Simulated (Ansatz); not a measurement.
Frontier orbitals of `[CH3][In-]([CH3])([NH3+])[Cl]`.

```xyz
14

C     0.802   -0.753   -1.940
In    0.539   -0.143    0.102
C     0.852    1.671    1.206
N    -1.811   -0.442    0.370
Cl    0.740   -2.057    1.574
H     1.864   -0.799   -2.186
H     0.376   -1.749   -2.078
H     0.320   -0.057   -2.629
H     0.378    2.523    0.716
H     1.920    1.879    1.296
H     0.442    1.559    2.211
H    -2.324   -0.694   -0.467
H    -2.304    0.311    0.834
H    -1.793   -1.247    0.991
```

Total charge 0; spin multiplicity 1. Correlated methods include outer-core shells of In, which these sets cover unevenly. In: def2 effective core potential. The structure was optimised at the PBE0-D4/def2-TZVP level. It is one conformer, not always the lowest. Basis def2-TZVPP, the Gaussian-basis code of Ansatz.

Orbital energies of one run (eV). Highest occupied ones, from the top: -9.33, -10.09, -10.29, -10.44, -11.73, -13.36, -13.46, -13.51, -13.59, -14.40, -17.47, -17.54, -21.38, -21.42. Empty: 1.52, 1.95, 2.39, 2.42, 3.79, 4.18.

Problem. Which functional gave them?
A. B3LYP
B. revPBE
C. ωB97X-V
D. HSE06 (plane-wave form)

Solution. C. HOMO energies: ωB97X-V -9.33, B3LYP -6.80, HSE06 -6.64, revPBE -5.76 eV.

B3LYP here is the variant with VWN-RPA as its local correlation; programs differ in this.
